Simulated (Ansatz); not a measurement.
# Cost against result

Saddle point of SiN₂H₉F, closed shell (SiNH₅ ([NH2][SiH3]) + NH₃ + HF → SiNH₄F ([NH2][SiH2][F]) + NH₃ + H₂; bonds formed: Si1–F7, H2–H8, H6–N9; bonds broken: Si1–H2, H6–F7, H8–N9), PBE0-D4/def2-TZVP structure:

Si1  (-0.222, 0.179, 0.977)
H2  (0.908, -0.307, -0.040)
H3  (-1.234, -0.857, 0.530)
H4  (-1.056, 1.079, 1.852)
N5  (0.873, -0.226, 2.253)
H6  (-0.519, 0.726, -1.535)
F7  (-0.539, 1.425, -0.316)
H8  (0.400, -0.568, -1.472)
N9  (-0.235, -0.115, -2.178)
H10  (0.674, 0.000, 3.214)
H11  (1.701, -0.784, 2.132)
H12  (0.269, 0.163, -3.012)
H13  (-1.020, -0.714, -2.404)
(Å)

Barriers are electronic and count from the start structure reached by relaxing down the imaginary mode.

Program: Ansatz 0.2.0. Basis: as named in each row. Cores are frozen in the correlated methods. B3LYP uses VWN-RPA correlation. Extrapolation: Hartree–Fock as exp(−7.88 √X), correlation as X^−2.97.

Times are rough, for one single point on 8 threads of a shared host (Arm Neoverse V2).

The estimate by CCSD(T) at an estimated basis limit (MP2 extrapolated from triple and quadruple zeta, plus CCSD(T) − MP2 in triple zeta) is 87.7 kJ/mol.

| method | basis | time (s) | barrier (kJ/mol) | method less estimate |
| --- | --- | --- | --- | --- |
| HF | STO-3G | under 1 | 278.3 | 190.5 |
| PBE-D4 | STO-3G | under 1 | 53.5 | -34.2 |
| SPW92 | def2-SVP | under 1 | 16.9 | -70.9 |
| B3LYP-D4 | 6-31G | under 1 | 61.0 | -26.7 |
| PBE-D4 | def2-SVP | under 1 | 57.6 | -30.2 |
| PBE0-D4 | def2-SVP | under 1 | 70.0 | -17.7 |
| SPW92 | def2-TZVPP | under 1 | 27.4 | -60.3 |
| PBE-D4 | def2-TZVPP | under 1 | 67.2 | -20.5 |
| BLYP-D4 | def2-TZVPP | 1 | 81.4 | -6.3 |
| B3LYP-D4 | def2-TZVPP | 1 | 86.3 | -1.4 |
| BHLYP-D4 | def2-TZVPP | 1 | 94.7 | 7.0 |
| PBE0-D4 | def2-TZVPP | 1 | 76.3 | -11.4 |
| CAM-B3LYP-D4 | def2-TZVPP | 1 | 83.2 | -4.6 |
| wB97M-V | def2-SVP | 2 | 72.0 | -15.7 |
| r2SCAN-D4 | def2-TZVPP | 2 | 69.5 | -18.3 |
| r2SCAN0-D4 | def2-TZVPP | 2 | 77.1 | -10.6 |
| CCSD(T) | def2-SVP | 2 | 96.2 | 8.4 |
| B2PLYP | def2-TZVPP | 2 | 89.6 | 1.9 |
| PBE-QIDH | def2-TZVPP | 2 | 82.5 | -5.3 |
| RPA on PBE | def2-TZVPP | 2 | 95.7 | 8.0 |
| wB97X-V | def2-TZVPP | 3 | 85.5 | -2.2 |
| wB97M-V | def2-TZVPP | 4 | 81.2 | -6.6 |
| B97M-V | def2-TZVPP | 4 | 70.6 | -17.2 |
| MP2 | def2-QZVPP | 11 | 85.2 | -2.5 |
| CCSD(T) | def2-TZVPP | 78 | 91.1 | 3.3 |

All methods are single points on the PBE0-D4 structures.

T1 diagnostic: at most 0.011.

Labels in which every atom is bracketed show which atoms are joined, not bond orders.
